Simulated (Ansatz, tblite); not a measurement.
Cost and result up the ladder for GaCl2Br (GaBrCl₂) (4 atoms). Charge 0, multiplicity 1. Geometry: B3LYP-D4/def2-SVP.

```xyz
4

Ga    0.007   -0.024    0.006
Cl   -0.338   -1.610   -1.386
Cl    0.933   -0.477    1.879
Br   -0.601    2.111   -0.498
```

Ansatz on 4 threads of Arm Neoverse V2 on a shared host; xTB runs through tblite on one thread. Times are rough, summed over both states, and most runs start from the orbitals of an earlier one. PBE0-D4/def2-TZVP serves as the yardstick here, not as an exact answer. The other state is a doublet.

The xTB rows come from tblite.

Raw xTB energies of ions are shifted by several eV.

```
              level  functions  wall time  vertical IE (eV)  difference from PBE0-D4/def2-TZVP (eV)
           GFN1-xTB         36     0.01 s             15.24                                    4.13
           GFN2-xTB         36     0.01 s             15.40                                    4.29
   PBE-D4/def2-TZVP        170      4.7 s             10.55                                   -0.55
  PBE0-D4/def2-TZVP        170       11 s             11.10                                    0.00
r2SCAN-D4/def2-TZVP        170       15 s             10.85                                   -0.25
```
